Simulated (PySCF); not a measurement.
Species: 4-ethylbenzoic acid, C9H10O2.
Bonds: C1–C2, C2–C3, C3–C4 (aromatic), C4–C5 (aromatic), C5–C6 (aromatic), C6–C7, C7–O8 (double), C7–O9, C6–C10 (aromatic), C10–C11 (aromatic), C3–C11 (aromatic). Hydrogens: H12, H13, H14 on C1; H15, H16 on C2; H17 on C4; H18 on C5; H19 on O9; H20 on C10; H21 on C11.

Computed by this run: PySCF, PBE0-D3(BJ)/def2-SVP geometry optimisation, gas phase; density fitting, grid level 2; the optimiser is geomeTRIC in internal coordinates, started from a GFN2-xTB structure.

Step 0: E = -13566.0886 eV
```
atom  x, y, z in Å  |  force x, y, z in eV/Å
C1     -3.1345    0.3748   -0.3781    0.204   0.092   0.566
C2     -2.2922    0.5003    0.8936    0.076  -0.146  -0.649
C3     -0.8535    0.1942    0.5976   -0.389   0.145   0.277
C4     -0.3887   -1.1167    0.6412    0.061   0.049  -0.015
C5      0.9243   -1.4085    0.3365    0.154   0.079  -0.074
C6      1.8025   -0.3871   -0.0219    0.137   0.054  -0.043
C7      3.2028   -0.7370   -0.3270    0.687  -0.212  -0.135
O8      3.6532   -1.8568   -0.3082   -0.107  -0.009   0.026
O9      3.9682    0.3254   -0.6346   -0.194   0.286   0.009
C10     1.3432    0.9267   -0.0758    0.051  -0.130  -0.014
C11     0.0265    1.2070    0.2304   -0.010  -0.031   0.009
H12    -2.7815    1.0712   -1.1351    0.103   0.254  -0.358
H13    -3.0637   -0.6328   -0.7810   -0.004  -0.392  -0.222
H14    -4.1783    0.5919   -0.1645   -0.469   0.079   0.007
H15    -2.3831    1.5143    1.2873   -0.030   0.263   0.211
H16    -2.6710   -0.1953    1.6448   -0.100  -0.137   0.299
H17    -1.0650   -1.9108    0.9230   -0.291  -0.357   0.133
H18     1.2956   -2.4216    0.3710    0.189  -0.425   0.016
H19     4.8726    0.0278   -0.8179   -0.212  -0.230   0.071
H20     2.0223    1.7169   -0.3557    0.299   0.321  -0.109
H21    -0.3267    2.2277    0.1904   -0.153   0.446  -0.006
```

Step 1: E = -13566.1308 eV
```
atom  x, y, z in Å  |  force x, y, z in eV/Å
C1     -3.1338    0.3894   -0.4227   -0.013  -0.017  -0.086
C2     -2.3162    0.4813    0.8616   -0.035   0.026   0.114
C3     -0.8598    0.1923    0.6315    0.033  -0.014  -0.021
C4     -0.3728   -1.1205    0.6803   -0.071  -0.048   0.034
C5      0.9564   -1.4010    0.3974    0.050  -0.051   0.001
C6      1.8330   -0.3692    0.0475    0.009  -0.017  -0.006
C7      3.2272   -0.7290   -0.3111   -0.188  -0.024  -0.049
O8      3.6940   -1.8360   -0.2084    0.068   0.017  -0.008
O9      3.9216    0.3021   -0.8142    0.047  -0.045   0.008
C10     1.3640    0.9472    0.0081    0.055   0.044  -0.022
C11     0.0327    1.2186    0.3000   -0.034   0.078   0.013
H12    -2.7696    1.1089   -1.1735   -0.017  -0.021   0.015
H13    -3.0567   -0.6162   -0.8666   -0.010   0.030   0.006
H14    -4.1988    0.5993   -0.2374    0.023  -0.001   0.009
H15    -2.4251    1.4893    1.2970    0.002  -0.047  -0.005
H16    -2.7164   -0.2289    1.6054    0.015   0.039  -0.023
H17    -1.0547   -1.9355    0.9433    0.025   0.026  -0.005
H18     1.3428   -2.4228    0.4300   -0.012   0.029  -0.001
H19     4.7812   -0.0638   -1.0698    0.068   0.047   0.046
H20     2.0519    1.7546   -0.2510   -0.028  -0.022  -0.020
H21    -0.3278    2.2517    0.2683    0.013  -0.029   0.000
```

Step 2: E = -13566.1388 eV
```
atom  x, y, z in Å  |  force x, y, z in eV/Å
C1     -3.1584    0.3947   -0.3937    0.001  -0.002  -0.009
C2     -2.3092    0.4859    0.8724   -0.001   0.007   0.007
C3     -0.8586    0.1896    0.6090   -0.002  -0.011  -0.009
C4     -0.3775   -1.1261    0.6544    0.007   0.012   0.009
C5      0.9487   -1.4118    0.3575    0.029  -0.006   0.029
C6      1.8269   -0.3828    0.0018   -0.037  -0.073  -0.114
C7      3.2302   -0.7380   -0.3238    0.146   0.106   0.216
O8      3.7163   -1.8353   -0.2061   -0.127  -0.074  -0.071
O9      3.9502    0.3127   -0.7458    0.000   0.052  -0.066
C10     1.3589    0.9343   -0.0479    0.017   0.025  -0.003
C11     0.0311    1.2124    0.2568   -0.002  -0.019   0.007
H12    -2.8111    1.1103   -1.1548    0.000   0.001   0.004
H13    -3.0995   -0.6110   -0.8376   -0.001   0.000   0.005
H14    -4.2162    0.6111   -0.1802    0.000   0.001   0.003
H15    -2.4031    1.4936    1.3084   -0.001  -0.002  -0.001
H16    -2.6947   -0.2189    1.6270    0.001   0.001  -0.003
H17    -1.0573   -1.9364    0.9326    0.002   0.002  -0.003
H18     1.3338   -2.4328    0.3974   -0.001  -0.006  -0.005
H19     4.8436   -0.0228   -0.9144   -0.027  -0.006   0.015
H20     2.0450    1.7376   -0.3210   -0.003  -0.006  -0.008
H21    -0.3262    2.2456    0.2236    0.001  -0.003  -0.004
```

Q: Estimate the geometry and energy of step 3. (The exact step hangs on the optimiser's Hessian estimate; all steps are aligned on step 2, rigid shifts and turns removed.)

A: E = -13566.1409 eV, largest force 0.123 eV/Å
```
atom  x, y, z in Å  |  force x, y, z in eV/Å
C1     -3.1713    0.3947   -0.3785    0.005   0.005   0.026
C2     -2.3050    0.4857    0.8768    0.015  -0.010  -0.040
C3     -0.8573    0.1876    0.5956    0.005   0.004  -0.002
C4     -0.3742   -1.1275    0.6390    0.022   0.024  -0.009
C5      0.9515   -1.4111    0.3365   -0.024   0.038   0.047
C6      1.8257   -0.3788   -0.0196    0.013   0.065  -0.055
C7      3.2349   -0.7320   -0.3148   -0.036  -0.049   0.037
O8      3.6856   -1.8460   -0.2128    0.110   0.023  -0.049
O9      3.9793    0.3146   -0.7064   -0.035  -0.040   0.055
C10     1.3564    0.9380   -0.0749   -0.042  -0.054   0.023
C11     0.0282    1.2110    0.2337   -0.001   0.003  -0.008
H12    -2.8340    1.1092   -1.1445    0.006   0.009  -0.004
H13    -3.1210   -0.6112   -0.8222    0.003  -0.012   0.001
H14    -4.2251    0.6132   -0.1492   -0.010   0.002  -0.001
H15    -2.3922    1.4932    1.3134    0.000   0.016   0.002
H16    -2.6813   -0.2173    1.6367   -0.005  -0.016   0.008
H17    -1.0504   -1.9381    0.9233   -0.011  -0.011  -0.001
H18     1.3402   -2.4304    0.3797    0.004  -0.002  -0.007
H19     4.8759   -0.0269   -0.8418   -0.022  -0.015  -0.019
H20     2.0393    1.7416   -0.3533    0.011   0.007   0.001
H21    -0.3321    2.2425    0.1992   -0.010   0.013  -0.004
```

The energy changes by -0.0022 eV. The first-order estimate −F·Δx gives -0.0084 eV and the mean of the old and new forces, exact on a quadratic surface, -0.0021 eV. The step makes an angle of 80° with the force vector and moves no atom by more than 0.080 Å.

The cost below is that of the whole optimisation. On one thread of an Intel Xeon Platinum 8259CL at 2.50 GHz, no GPU, shared host, this took 4.8 min of wall time and 0.94 GiB of memory at its peak.
